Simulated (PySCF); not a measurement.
Electronic structure of As²⁺ (arsenic, charge +2) at the UHF level

Configuration: [Ar] 3d10 4s2 4p1, 2P determinant. Computed with PySCF 2.14 in cc-pVTZ-PP with ECP10MDF (5s4p3d1f, 39 functions), with a scalar-relativistic core potential.

```json
{
 "Total energy": "-330.203171 hartree",
 "One-electron energy": "-569.4370 hartree",
 "Hartree (Coulomb) energy": "264.3922 hartree",
 "Exchange energy": "-25.1584 hartree",
 "⟨S²⟩": "0.7587",
 "⟨L²⟩": "2.026",
 "Sum of ⟨r⟩": "17.44 bohr",
 "Sum of ⟨r²⟩": "22.12 bohr²",
 "Traceless quadrupole moment −½Σ⟨3z² − r²⟩ along its main axis": "-2.21 e·bohr²",
 "Time after the integrals": "0.23 s of wall time on 1 thread of Neoverse-N1 (shared host)"
}
```

| shell | electrons | mean orbital energy (hartree) | spread (hartree) | rms radius, mean of both spins (bohr) |
| --- | --- | --- | --- | --- |
| 3s α | 1 | -8.88636 | 0 | 0.641 |
| 3s β | 1 | -8.87878 | 0 | 0.641 |
| 3p α | 3 | -6.79770 | 0.00029 | 0.668 |
| 3p β | 3 | -6.78889 | 0.02502 | 0.668 |
| 3d α | 5 | -2.86881 | 0.01302 | 0.740 |
| 3d β | 5 | -2.86325 | 0.02440 | 0.740 |
| 4s α | 1 | -1.43192 | 0 | 1.97 |
| 4s β | 1 | -1.33057 | 0 | 1.97 |
| 4p α | 1 | -1.02170 | 0 | 2.32 |

Energies and moments cover only the electrons outside the core potential.
